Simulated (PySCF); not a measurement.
CH10O2Si3.
Bonds: C1–Si2, Si2–O3, O3–Si4, Si4–O5, O5–Si6. Hydrogens: H7, H8, H9 on C1; H10, H11 on Si2; H12, H13 on Si4; H14, H15, H16 on Si6.

The same species was optimised twice, with GFN2-xTB and with PBE0-D3(BJ)/def2-SVP (PySCF), and the same property calculations (PySCF, gas phase) were run on both structures.

```tsv
coordinate	GFN2-xTB	PBE0-D3(BJ)/def2-SVP	change
O5–Si6 (Å)	1.618	1.656	+0.038
Si2–O3 (Å)	1.625	1.662	+0.037
Si4–O5 (Å)	1.616	1.649	+0.033
O3–Si4 (Å)	1.614	1.646	+0.032
C1–Si2 (Å)	1.896	1.865	-0.031
Si2–O3–Si4 (°)	153.7	150.7	-3.0
Si4–O5–Si6 (°)	154.0	151.4	-2.6
C1–Si2–O3 (°)	108.2	109.7	+1.5
O3–Si4–O5 (°)	110.9	110.9	0.0
C1–Si2–O3–Si4 (°)	-116	-116	0
Si2–O3–Si4–O5 (°)	5	5	0
O3–Si4–O5–Si6 (°)	2	1	-1
```

Rotational constants: A = 2785, B = 975.8, C = 802.7 MHz (GFN2-xTB) against A = 2609, B = 988.8, C = 792.0 MHz (PBE0-D3(BJ)/def2-SVP). Point groups within 0.08 Å: C1 and C1.

On the GFN2-xTB structure: lowest singlet, TDDFT (eV) 7.38 [CAM-B3LYP/def2-SVPD]; isotropic polarisability (au) 91.9 [CAM-B3LYP/def2-SVPD]; HOMO (eV) -9.62 [CAM-B3LYP/def2-SVPD]; LUMO (eV) 0.86 [CAM-B3LYP/def2-SVPD]; dipole (D) 0.95 [CAM-B3LYP/def2-SVPD]; HOMO (eV) -8.23 [PBE0/pcSseg-1]; LUMO (eV) 0.27 [PBE0/pcSseg-1]; dipole (D) 1.04 [PBE0/pcSseg-1]; GIAO shielding of C1 (ppm) 186.6 [PBE0/pcSseg-1]; GIAO shielding of Si2 (ppm) 373.2 [PBE0/pcSseg-1]; GIAO shielding of O3 (ppm) 274.4 [PBE0/pcSseg-1]; GIAO shielding of Si4 (ppm) 396.4 [PBE0/pcSseg-1]; GIAO shielding of O5 (ppm) 295.0 [PBE0/pcSseg-1]; GIAO shielding of Si6 (ppm) 393.1 [PBE0/pcSseg-1].

Problem. What do these properties become on the PBE0-D3(BJ)/def2-SVP structure?

Solution. 
```tsv
property	level	on GFN2-xTB	on PBE0-D3(BJ)/def2-SVP	change
lowest singlet, TDDFT (eV)	CAM-B3LYP/def2-SVPD	7.38	7.37	-0.01
isotropic polarisability (au)	CAM-B3LYP/def2-SVPD	91.9	95.4	+3.5
HOMO (eV)	CAM-B3LYP/def2-SVPD	-9.62	-9.67	-0.05
LUMO (eV)	CAM-B3LYP/def2-SVPD	0.86	0.86	0.00
dipole (D)	CAM-B3LYP/def2-SVPD	0.95	1.08	+0.13
energy, GFN2-xTB geometry as zero (kcal/mol)	CAM-B3LYP/def2-SVPD	0.0	-5.4	-5.4
HOMO (eV)	PBE0/pcSseg-1	-8.23	-8.30	-0.07
LUMO (eV)	PBE0/pcSseg-1	0.27	0.27	0.00
dipole (D)	PBE0/pcSseg-1	1.04	1.13	+0.09
energy, GFN2-xTB geometry as zero (kcal/mol)	PBE0/pcSseg-1	0.0	-4.4	-4.4
GIAO shielding of C1 (ppm)	PBE0/pcSseg-1	186.6	184.7	-1.9
GIAO shielding of Si2 (ppm)	PBE0/pcSseg-1	373.2	369.1	-4.1
GIAO shielding of O3 (ppm)	PBE0/pcSseg-1	274.4	273.2	-1.2
GIAO shielding of Si4 (ppm)	PBE0/pcSseg-1	396.4	393.4	-3.0
GIAO shielding of O5 (ppm)	PBE0/pcSseg-1	295.0	295.3	+0.3
GIAO shielding of Si6 (ppm)	PBE0/pcSseg-1	393.1	390.8	-2.3
```

The heavy atoms differ by 0.053 Å rms after alignment. Among bonds between heavy atoms Si2–O3 and O5–Si6 change most and about equally (+0.037 to +0.038 Å). Changes are differences of the printed values. Neither structure is proved a minimum here.

The values belong to the conformer `[CH3:1][SiH2:2][O:3][SiH2:4][O:5][SiH3:6]`: C1–Si2–O3–Si4 -116°, Si2–O3–Si4–O5 5°, O3–Si4–O5–Si6 1°.
